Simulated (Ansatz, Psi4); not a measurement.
Here is a job for Psi4.
```
memory 2 GB

molecule mol {
1 2
  C    -0.013632   -0.006417    0.653353
  C     0.013632    0.006417   -0.653353
  H     0.209687    0.853950    1.296494
  H    -0.263229   -0.879152    1.269606
  H    -0.209794    0.879219   -1.279475
  H     0.263336   -0.854018   -1.286625
}

set basis sto-3g
set reference uhf
set freeze_core true
set mp2_type conv
set scf_type pk
set puream true
set d_convergence 1e-8

energy('ccsd(t)')
print_variables()
```

### Question
Convert this to an input for Ansatz (a program for electronic structure).

### Answer
This is not unique; one that fits is 
Ansatz 0.2 input:
```yaml
crystal:
  periodic: [false, false, false]
  atoms:
    - {symbol: C, position_ang: [-0.01363228, -0.00641662, 0.65335312]}
    - {symbol: C, position_ang: [0.01363228, 0.00641662, -0.65335312]}
    - {symbol: H, position_ang: [0.20968731, 0.85394969, 1.29649447]}
    - {symbol: H, position_ang: [-0.26322925, -0.87915153, 1.26960612]}
    - {symbol: H, position_ang: [-0.20979374, 0.87921939, -1.27947513]}
    - {symbol: H, position_ang: [0.26333568, -0.85401755, -1.28662546]}
basis:
  gaussian:
    orbitals: STO-3G
total_charge: 1
magnetization: {spin_polarized: true, initial_magnetization: 1}
correlation: {method: ccsd_t, electrons: outside_noble_gas}
accuracy: high
```

Both were run: Psi4 gave -76.894886 Eh and Ansatz -76.894886 Eh, 0.000 mEh apart.
